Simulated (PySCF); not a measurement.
## Computed structure and properties of [YbF3(H2O)]−

System: [YbF3(H2O)]− (singlet in the valence; each metal's 4f electrons, 14 of them, lie in its core potential, out of spins and levels); start: displaced along the imaginary mode (C1). Method: PySCF 2.14.0, RKS PBE0, Yb lcecp-0-SVP with ECP60, F def2-SVP, O def2-SVP, H def2-SVP; non-relativistic Hamiltonian with scalar-relativistic core potentials where named; density fitting; no spin-orbit coupling.

Input of the relaxation:

```python
mol = gto.M(atom='''
Yb     0.14278    -0.06517     0.06505
F      1.17295     1.19561     1.47199
F     -2.03474    -0.38081     0.39921
F      1.17295    -1.47051    -1.19815
O     -1.66866     1.37850    -1.37036
H     -2.04812     1.23297    -0.44132
H     -1.97690     0.49784    -1.72463''',
    basis={'Yb': 'lcecp-0-SVP', 'F': 'def2-SVP', 'O': 'def2-SVP', 'H': 'def2-SVP'},
    ecp={'Yb': 'lcecp-0-SVP'},
    charge=-1, spin=0)
mf = dft.RKS(mol, xc='PBE0')
mf.grids.atom_grid = (50, 194)  # f atoms: unpruned, at least (60, 302)
mf = mf.density_fit()  # fitting sets: Yb AutoAux, F def2-universal-JKFIT, O def2-universal-JKFIT, H def2-universal-JKFIT
mf.conv_tol = 1e-08; mf.max_cycle = 55
mf.kernel(dm0)  # dm0: converged density of the start geometry
# quasi-Newton relaxation in Cartesian coordinates to a largest gradient under 0.00045 Eh/bohr, steps kept in the point group
```

Run from Python with OMP_NUM_THREADS=2; the lines above give its settings. Where DIIS fails, smearing, a level shift and second-order steps follow.
It took 110 s on 2 threads of Arm Neoverse V1 (shared host), from the converged density of the start.

Course of the relaxation:

| step | energy above end (eV) | largest force component within the symmetry (eV/Å) |
| --- | --- | --- |
| 0 | 0.3409 | 1.271 |
| 1 | 0.2519 | 0.286 |
| 2 | 0.1880 | 1.220 |
| 3 | 0.1140 | 0.794 |
| 4 | 0.0928 | 1.367 |
| 5 | 0.0666 | 0.878 |
| 6 | 0.0441 | 0.244 |
| 7 | 0.0327 | 0.244 |
| 17 | 0.0017 | 0.061 |
| 18 | 0.0011 | 0.054 |
| 19 | 0.0006 | 0.082 |
| 20 | 0.0003 | 0.073 |
| 21 | 0.0001 | 0.037 |
| 22 | 0.0000 | 0.022 |
(The steps between are left out.)

Relaxed geometry (C1):

```xyz
7

Yb    0.1005    0.1598    0.2198
F     1.4775    1.0851    1.5938
F    -2.1027   -0.1424    0.6629
F     0.7735   -1.1876   -1.3141
O    -1.7064    1.2132   -1.3267
H    -2.1241    0.6655   -0.5691
H    -1.6581    0.5949   -2.0648
```

```tsv
contact	Å
Yb1–F2 (F)	2.154
Yb1–F3 (F)	2.267
Yb1–F4 (F)	2.150
Yb1–H6 (H2O)	2.414
```

Short contacts between ligands at the end: H6···F3 1.47 Å.

On the finer grid (75, 302):

* HOMO: not given (4f levels lie in the core)
* LUMO: not given (4f levels lie in the core)
* Dipole about the centre of mass: 1.25 D
* Set of Mulliken populations of Yb1 outside the core potential: s 2.19, p 6.28, d 0.79, f 0.02
* D3(BJ) dispersion energy (not in the energies): -0.085 eV

```json
{"atom": "Yb1", "Mulliken (e)": "0.73", "Löwdin (e)": "0.44", "spin (e)": "0.00"}
{"atom": "F2", "Mulliken (e)": "-0.59", "Löwdin (e)": "-0.50", "spin (e)": "0.00"}
{"atom": "F3", "Mulliken (e)": "-0.58", "Löwdin (e)": "-0.45", "spin (e)": "0.00"}
{"atom": "F4", "Mulliken (e)": "-0.59", "Löwdin (e)": "-0.50", "spin (e)": "0.00"}
{"atom": "O5", "Mulliken (e)": "-0.38", "Löwdin (e)": "-0.13", "spin (e)": "0.00"}
{"atom": "H6", "Mulliken (e)": "0.23", "Löwdin (e)": "0.05", "spin (e)": "0.00"}
{"atom": "H7", "Mulliken (e)": "0.18", "Löwdin (e)": "0.08", "spin (e)": "0.00"}
```

The 4f levels lie in the core potential and are missing.

On the grid (50, 194), as all that follows. Harmonic modes: a minimum within the noise of the softest modes; lowest 36 cm⁻¹ (negative: unstable), highest 3898 cm⁻¹, zero-point energy 0.787 eV.

Taking off one F (charge -1, singlet; the rest: singlet) in vacuum, both parts rigid, costs 5.42 eV; the small basis without counterpoise inflates it.

Rigid scan of F along the line from its metal:

```tsv
distance to F2 (Å)	energy (eV)
1.85	0.891
1.95	0.333
2.05	0.070
2.15	0.000
2.25	0.052
2.35	0.178
2.55	0.541
2.85	1.153
3.25	1.897
3.75	2.647
```

Taking off one H2O (charge 0, singlet; the rest: singlet) in vacuum, both parts rigid, costs 1.42 eV; the small basis without counterpoise inflates it.

Rigid scan of H2O along the line from its metal:

(distance to O5 (Å), energy (eV)): (2.30, 0.308), (2.40, 0.119), (2.50, 0.026), (2.60, 0.000), (2.70, 0.020), (2.80, 0.071), (3.00, 0.221), (3.30, 0.476), (3.70, 0.771), (4.20, 1.023)

One start shape was tried, so this needn't be the lowest isomer.

An lcecp potential fixes the number of 4f electrons, so in runs with it no electron can move into or out of that shell.
